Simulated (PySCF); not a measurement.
Zr(OH)3(SH) (H4O3SZr), SMILES [OH][Zr]([OH])([OH])[SH], multiplicity 1. Atoms are numbered in the order given.

```xyz
9

Zr    -0.0113     0.3076     0.0000
O      0.9247     0.9213    -1.5670
H      1.3534     1.2624    -2.3532
O      0.9247     0.9213     1.5670
H      1.3534     1.2624     2.3532
O     -1.8660     0.8130     0.0000
H     -2.7387     1.2104     0.0000
S     -0.0433    -2.1886     0.0000
H      1.3109    -2.2673     0.0000
```
Charge 0, spin multiplicity 1.

Geometry optimised at B3LYP-D3(BJ)/def2-SVP. The multiplicity is an assumed one; no other spin state was optimised. The structure was generated by enumeration; whether it is a known compound was not checked. The def2 effective core potentials stand for the cores of Zr; spin–orbit coupling is left out. One conformer was computed; it need not be the lowest.

Method: PBE0/def2-TZVP (PySCF).

Symmetry labels are those of the subgroup Cs that the program uses (full group Cs).

Q: List the valence orbital energies around the gap with their symmetry. (Estimate from the structure and the level; the computed values follow.)

A: 
```json
[
 {"orbital": "HOMO−7", "symmetry": "A\"", "energy (eV)": "-10.05"},
 {"orbital": "HOMO−6", "symmetry": "A'", "energy (eV)": "-10.00"},
 {"orbital": "HOMO−5", "symmetry": "A'", "energy (eV)": "-9.61"},
 {"orbital": "HOMO−4", "symmetry": "A'", "energy (eV)": "-9.37"},
 {"orbital": "HOMO−3", "symmetry": "A\"", "energy (eV)": "-9.35"},
 {"orbital": "HOMO−2", "symmetry": "A\"", "energy (eV)": "-9.00"},
 {"orbital": "HOMO−1", "symmetry": "A'", "energy (eV)": "-7.91"},
 {"orbital": "HOMO", "symmetry": "A\"", "energy (eV)": "-6.92"},
 {"orbital": "LUMO", "symmetry": "A'", "energy (eV)": "-0.49"},
 {"orbital": "LUMO+1", "symmetry": "A'", "energy (eV)": "-0.22"},
 {"orbital": "LUMO+2", "symmetry": "A\"", "energy (eV)": "-0.13"},
 {"orbital": "LUMO+3", "symmetry": "A'", "energy (eV)": "0.25"}
]
```
